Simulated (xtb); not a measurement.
Al, charge -1, triplet (GFN-xTB shapes and energies of metal compounds can be far from the true ones); GFN2-xTB (xtb).

Here is a job for xtb.
```
$ xtb mol.xyz --gfn 2 --chrg -1 --uhf 2 --etemp 10 --json

# file mol.xyz
1

Al     0.00000000     0.00000000     0.00000000
```

Q: Predict the main parts of the log of this xtb run.

A: 
```
   ID    Z sym.   atoms
    1   13 Al     1

           -------------------------------------------------
          |                Calculation Setup                |
           -------------------------------------------------

           -------------------------------------------------
          |                 G F N 2 - x T B                 |
           -------------------------------------------------

          ...................................................
          :                      SETUP                      :
          :.................................................:
          :  # basis functions                  10          :
          :  # atomic orbitals                   9          :
          :  # shells                            3          :
          :  # electrons                         4          :
          :  max. iterations                   250          :
          :  Hamiltonian                  GFN2-xTB          :
          :  restarted?                      false          :
          :  GBSA solvation                  false          :
          :  PC potential                    false          :
          :  electronic temp.           10.0000000     K    :
          :  accuracy                    1.0000000          :
          :  -> integral cutoff          0.2500000E+02      :
          :  -> integral neglect         0.1000000E-07      :
          :  -> SCF convergence          0.1000000E-05 Eh   :
          :  -> wf. convergence          0.1000000E-03 e    :
          :  Broyden damping             0.4000000          :
          :  net charge                         -1          :
          :  unpaired electrons                  2          :
          ...................................................

 iter      E             dE          RMSdq      gap      omega  full diag
   1     -0.9733636 -0.973364E+00  0.943E+00    0.00       0.0  T
   2     -0.9733636  0.125455E-13  0.754E+00    0.00       0.0  T
   3     -0.9733636 -0.126565E-13  0.581E+00    0.00       0.0  T
   4     -0.9733636  0.621725E-14  0.465E+00    0.00       0.0  T
   5     -0.9733636  0.111022E-15  0.358E+00    0.00       0.0  T
   6     -0.9733636  0.222045E-15  0.286E+00    0.00       0.0  T
   7     -0.9733636 -0.655032E-14  0.229E+00    0.00       0.0  T
   8     -0.9733636  0.477396E-14  0.183E+00    0.00       0.0  T
   9     -0.9733636 -0.533018E-12  0.141E+00    0.00       0.0  T
  10     -0.9733636 -0.818144E-10  0.113E+00    0.00       0.0  T
  11     -0.9733636 -0.163122E-07  0.871E-01    0.00       0.0  T
  12     -0.9733678 -0.414117E-05  0.125E+00    0.00       0.0  T
  13     -0.9739387 -0.570931E-03  0.122E+01    0.00       0.0  T
  14     -0.9761382 -0.219949E-02  0.270E+01    0.01       0.0  T
  15     -0.9764047 -0.266507E-03  0.180E+01    0.10       0.1  T
  16     -0.9765264 -0.121722E-03  0.110E+01    0.16       0.2  T
  17     -0.9765738 -0.473887E-04  0.641E+00    0.21       0.2  T
  18     -0.9765895 -0.157057E-04  0.371E+00    0.23       0.2  T
  19     -0.9765947 -0.521724E-05  0.215E+00    0.25       0.2  T
  20     -0.9765965 -0.173557E-05  0.124E+00    0.26       0.3  T
  21     -0.9765970 -0.577855E-06  0.718E-01    0.26       0.3  T
  22     -0.9765972 -0.192499E-06  0.415E-01    0.26       0.3  T
  23     -0.9765973 -0.641485E-07  0.240E-01    0.27       0.3  T
  24     -0.9765973 -0.213818E-07  0.139E-01    0.27       0.3  T
  25     -0.9765973 -0.712811E-08  0.802E-02    0.27       0.3  T
  26     -0.9765973 -0.237664E-08  0.464E-02    0.27       0.3  T
  27     -0.9765973 -0.792483E-09  0.268E-02    0.27       0.3  T
  28     -0.9765973 -0.263925E-09  0.155E-02    0.27       0.3  T
  29     -0.9765973 -0.812064E-10  0.896E-03    0.27       0.3  T
  30     -0.9765973  0.101632E-09  0.524E-03    0.27       0.3  T
  31     -0.9765973  0.246340E-08  0.446E-03    0.27       0.3  T
  32     -0.9765973  0.767709E-09  0.451E-03    0.27       0.3  T
  33     -0.9765973  0.994717E-09  0.476E-03    0.27       0.3  T
  34     -0.9765973  0.128829E-08  0.517E-03    0.27       0.3  T
  35     -0.9765973  0.166812E-08  0.572E-03    0.27       0.3  T
  36     -0.9765973  0.215967E-08  0.642E-03    0.27       0.3  T
  37     -0.9765973  0.279587E-08  0.724E-03    0.27       0.3  T
  38     -0.9765973  0.361936E-08  0.821E-03    0.27       0.3  T
  39     -0.9765973  0.468531E-08  0.931E-03    0.27       0.3  T
  40     -0.9765973  0.606513E-08  0.106E-02    0.27       0.3  T
  41     -0.9765973  0.785125E-08  0.120E-02    0.27       0.3  T
  42     -0.9765973  0.101633E-07  0.137E-02    0.27       0.3  T
  43     -0.9765973  0.131563E-07  0.156E-02    0.27       0.3  T
  44     -0.9765972  0.170306E-07  0.177E-02    0.27       0.3  T
  45     -0.9765972  0.220458E-07  0.202E-02    0.27       0.3  T
  46     -0.9765972  0.285379E-07  0.229E-02    0.27       0.3  T
  47     -0.9765972  0.369418E-07  0.261E-02    0.27       0.3  T
  48     -0.9765971  0.478204E-07  0.297E-02    0.27       0.3  T
  49     -0.9765971  0.619026E-07  0.338E-02    0.27       0.3  T
  50     -0.9765970  0.801318E-07  0.384E-02    0.27       0.3  T
  51     -0.9765969  0.103729E-06  0.437E-02    0.27       0.3  T
  52     -0.9765967  0.134275E-06  0.497E-02    0.27       0.3  T
  53     -0.9765966  0.173817E-06  0.566E-02    0.27       0.3  T
  54     -0.9765963  0.225003E-06  0.644E-02    0.27       0.3  T
  55     -0.9765960  0.291263E-06  0.732E-02    0.27       0.3  T
  56     -0.9765957  0.377036E-06  0.833E-02    0.27       0.3  T
  57     -0.9765952  0.488068E-06  0.948E-02    0.27       0.3  T
  58     -0.9765945  0.631798E-06  0.108E-01    0.27       0.3  T
  59     -0.9765937  0.817857E-06  0.123E-01    0.27       0.3  T
  60     -0.9765927  0.105871E-05  0.140E-01    0.27       0.3  T
  61     -0.9765913  0.137050E-05  0.159E-01    0.27       0.3  T
  62     -0.9765895  0.177412E-05  0.181E-01    0.27       0.3  T
[...]
 186     -0.7369011 -0.444274E-01  0.336E+01    0.84       0.8  T
 187     -0.7132122  0.236888E-01  0.355E+01    0.98       1.0  T
 188     -0.6924737  0.207386E-01  0.374E+01    1.14       1.1  T
 189     -0.7369011 -0.444274E-01  0.336E+01    0.84       0.8  T
 190     -0.7132122  0.236888E-01  0.355E+01    0.98       1.0  T
 191     -0.6924737  0.207386E-01  0.374E+01    1.14       1.1  T
 192     -0.7369011 -0.444274E-01  0.336E+01    0.84       0.8  T
 193     -0.7132122  0.236888E-01  0.355E+01    0.98       1.0  T
 194     -0.6924737  0.207386E-01  0.374E+01    1.14       1.1  T
 195     -0.7369011 -0.444274E-01  0.336E+01    0.84       0.8  T
 196     -0.7132122  0.236888E-01  0.355E+01    0.98       1.0  T
 197     -0.6924737  0.207386E-01  0.374E+01    1.14       1.1  T
 198     -0.7369011 -0.444274E-01  0.336E+01    0.84       0.8  T
 199     -0.7132122  0.236888E-01  0.355E+01    0.98       1.0  T
 200     -0.6924737  0.207386E-01  0.374E+01    1.14       1.1  T
 201     -0.7369011 -0.444274E-01  0.336E+01    0.84       0.8  T
 202     -0.7132122  0.236888E-01  0.355E+01    0.98       1.0  T
 203     -0.6924737  0.207386E-01  0.374E+01    1.14       1.1  T
 204     -0.7369011 -0.444274E-01  0.336E+01    0.84       0.8  T
 205     -0.7132122  0.236888E-01  0.355E+01    0.98       1.0  T
 206     -0.6924737  0.207386E-01  0.374E+01    1.14       1.1  T
 207     -0.7369011 -0.444274E-01  0.336E+01    0.84       0.8  T
 208     -0.7132122  0.236888E-01  0.355E+01    0.98       1.0  T
 209     -0.6924737  0.207386E-01  0.374E+01    1.14       1.1  T
 210     -0.7369011 -0.444274E-01  0.336E+01    0.84       0.8  T
 211     -0.7132122  0.236888E-01  0.355E+01    0.98       1.0  T
 212     -0.6924737  0.207386E-01  0.374E+01    1.14       1.1  T
 213     -0.7369011 -0.444274E-01  0.336E+01    0.84       0.8  T
 214     -0.7132122  0.236888E-01  0.355E+01    0.98       1.0  T
 215     -0.6924737  0.207386E-01  0.374E+01    1.14       1.1  T
 216     -0.7369011 -0.444274E-01  0.336E+01    0.84       0.8  T
 217     -0.7132122  0.236888E-01  0.355E+01    0.98       1.0  T
 218     -0.6924737  0.207386E-01  0.374E+01    1.14       1.1  T
 219     -0.7369011 -0.444274E-01  0.336E+01    0.84       0.8  T
 220     -0.7132122  0.236888E-01  0.355E+01    0.98       1.0  T
 221     -0.6924737  0.207386E-01  0.374E+01    1.14       1.1  T
 222     -0.7369011 -0.444274E-01  0.336E+01    0.84       0.8  T
 223     -0.7132122  0.236888E-01  0.355E+01    0.98       1.0  T
 224     -0.6924737  0.207386E-01  0.374E+01    1.14       1.1  T
 225     -0.7369011 -0.444274E-01  0.336E+01    0.84       0.8  T
 226     -0.7132122  0.236888E-01  0.355E+01    0.98       1.0  T
 227     -0.6924737  0.207386E-01  0.374E+01    1.14       1.1  T
 228     -0.7369011 -0.444274E-01  0.336E+01    0.84       0.8  T
 229     -0.7132122  0.236888E-01  0.355E+01    0.98       1.0  T
 230     -0.6924737  0.207386E-01  0.374E+01    1.14       1.1  T
 231     -0.7369011 -0.444274E-01  0.336E+01    0.84       0.8  T
 232     -0.7132122  0.236888E-01  0.355E+01    0.98       1.0  T
 233     -0.6924737  0.207386E-01  0.374E+01    1.14       1.1  T
 234     -0.7369011 -0.444274E-01  0.336E+01    0.84       0.8  T
 235     -0.7132122  0.236888E-01  0.355E+01    0.98       1.0  T
 236     -0.6924737  0.207386E-01  0.374E+01    1.14       1.1  T
 237     -0.7369011 -0.444274E-01  0.336E+01    0.84       0.8  T
 238     -0.7132122  0.236888E-01  0.355E+01    0.98       1.0  T
 239     -0.6924737  0.207386E-01  0.374E+01    1.14       1.1  T
 240     -0.7369011 -0.444274E-01  0.336E+01    0.84       0.8  T
 241     -0.7132122  0.236888E-01  0.355E+01    0.98       1.0  T
 242     -0.6924737  0.207386E-01  0.374E+01    1.14       1.1  T
 243     -0.7369011 -0.444274E-01  0.336E+01    0.84       0.8  T
 244     -0.7132122  0.236888E-01  0.355E+01    0.98       1.0  T
 245     -0.6924737  0.207386E-01  0.374E+01    1.14       1.1  T
 246     -0.7369011 -0.444274E-01  0.336E+01    0.84       0.8  T
 247     -0.7132122  0.236888E-01  0.355E+01    0.98       1.0  T
 248     -0.6924737  0.207386E-01  0.374E+01    1.14       1.1  T
 249     -0.7369011 -0.444274E-01  0.336E+01    0.84       0.8  T
 250     -0.7132122  0.236888E-01  0.355E+01    0.98       1.0  T

   *** convergence criteria cannot be satisfied within 250 iterations ***

         #    Occupation            Energy/Eh            Energy/eV
      -------------------------------------------------------------
         1        2.0000           -0.2930867              -7.9753
         2        1.0000           -0.2681054              -7.2955
         3        1.0000           -0.2681054              -7.2955 (HOMO)
         4                         -0.2321028              -6.3158 (LUMO)
         5                          0.2618082               7.1242
         6                          0.2633066               7.1649
         7                          0.2633066               7.1649
         8                          0.2678166               7.2877
         9                          0.2678166               7.2877
      -------------------------------------------------------------
                  HL-Gap            0.0360026 Eh            0.9797 eV
             Fermi-level           -0.2653501 Eh           -7.2205 eV
ERROR STOP

Error termination. Backtrace:

 transition dipole moment (au) for excitation:           2           3
     X       Y       Z
  -0.0000   0.0000   0.0000  total (au/Debye):    0.000   0.000
 dE (eV)             :    0.000
 oscillator strength :  0.53885E-47

########################################################################
[ERROR] Program stopped due to fatal error
-3- Single point calculation terminated
-2- xtb_calculator_singlepoint: Electronic structure method terminated
-1- scf: Self consistent charge iterator did not converge
########################################################################

abnormal termination of xtb
```

The run did not converge; its last values are not results.
